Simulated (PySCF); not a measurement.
Compound: BCl2(CCH), C₂HBCl₂.
SMILES: `C#CB(Cl)Cl`

The closed-shell ground state was solved at several levels (PySCF, density fitting, gas phase, non-relativistic). Geometry: PBE0-D3(BJ)/def2-SVP; no solvent, vibrations or thermal averaging.

```csv
level,basis functions,total energy (Eh),HOMO (eV),LUMO (eV),gap (eV),dipole (D)
B3LYP/pcSseg-1,104,-1022.0762,-8.36,-2.55,5.81,1.82
PBE0/pcSseg-1,104,-1021.6021,-8.66,-2.43,6.23,1.88
```

Question: Estimate the row for wB97X-D/def2-SVPD, a basis of 122 functions; the other rows only guide the guess.

Answer: Total energy -1021.6951 Eh, HOMO -10.53 eV, LUMO -0.67 eV, gap 9.86 eV, dipole 1.81 D.

Question: Over all these levels, which gives the widest orbital gap and which the narrowest?

Answer: wB97X-D/def2-SVPD (range-separated hybrid) has the widest, 9.86 eV, and B3LYP/pcSseg-1 (global hybrid, 20 % exact exchange) the narrowest, 5.81 eV. Functional and basis both differ between the two, so the spread mixes both effects.

Question: How far do the dipole and the HOMO energy spread over the levels?

Answer: The dipole runs from 1.81 to 1.88 D (mean 1.84 D) and the HOMO from -10.53 to -8.36 eV.

Note: wB97X-D ran without an empirical dispersion term, which enters the total energy and its gradient alone.
